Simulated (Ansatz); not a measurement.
C2H5B, SMILES `BC=C` (charge 0, multiplicity 1).

All values below come from B3LYP/cc-pVTZ // B3LYP-D3(BJ)/def2-TZVP run with Ansatz (an electronic-structure program).

Ansatz 0.2 input:
```yaml
crystal:
  periodic: [false, false, false]
  atoms:
    - { symbol: B, position_ang: [-0.083001, 0.837954, -0.976795] }
    - { symbol: C, position_ang: [-0.141121, 0.276935, 0.450842] }
    - { symbol: C, position_ang: [0.165907, -1.003367, 0.706547] }
    - { symbol: H, position_ang: [-0.344683, 1.976703, -1.214889] }
    - { symbol: H, position_ang: [0.234053, 0.112198, -1.870317] }
    - { symbol: H, position_ang: [-0.429384, 0.902495, 1.292478] }
    - { symbol: H, position_ang: [0.140738, -1.427367, 1.705594] }
    - { symbol: H, position_ang: [0.457491, -1.675549, -0.093459] }
basis:
  gaussian: { orbitals: cc-pVTZ }
hamiltonian:
  xc: b3lyp
```

Output:

```
Functional definition: B3LYP
840 factors; their error is unknown
mean field evaluation 1: about -2826.2650 eV, gradient 4.8e1 eV
mean field evaluation 2: about -2823.9942 eV, gradient 5.5e1 eV
mean field evaluation 4: about -2831.9053 eV, gradient 1.8e0 eV
mean field evaluation 8: about -2831.9154 eV, gradient 3.3e-2 eV
mean field evaluation 16: about -2831.9039 eV, gradient 2.0e-5 eV
mean field -2831.90388816 eV, -104.0705483566 hartree, gradient 2.0e-5 eV, S^2 0.000000; 0 other end points of the search recorded, 0 dependent functions left out
reference -2831.90411863 eV, -104.0705568263 hartree; 11, 11 occupied and 149, 149 virtual orbitals, 840 factors
Total energy: -2831.90411863 eV, -104.0705568263 hartree
```
